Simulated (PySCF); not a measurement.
# Radial density of Sc²⁺ (scandium, charge +2)

TPSS, [Ar] 3d1, 2D determinant. Computed with PySCF 2.14 in cc-pVDZ, with the non-relativistic Hamiltonian (point nucleus).

```csv
r (bohr),4πr²ρ (e/bohr),4πr²(ρα − ρβ)
0.00131,0.1257,0.0000
0.00220,0.3426,0.0000
0.00370,0.9103,0.0000
0.00622,2.317,0.0000
0.0105,5.486,0.0000
0.0176,11.52,-0.0001
0.0296,19.80,-0.0001
0.0498,24.74,-0.0002
0.0838,20.66,-0.0002
0.141,19.28,0.0019
0.237,26.28,0.0246
0.399,14.97,0.1414
0.671,7.083,0.4267
1.13,8.123,0.6131
1.90,1.875,0.3565
3.19,0.09702,0.0638
5.37,0.002043,0.0020
9.03,6.608e-05,0.0000
```
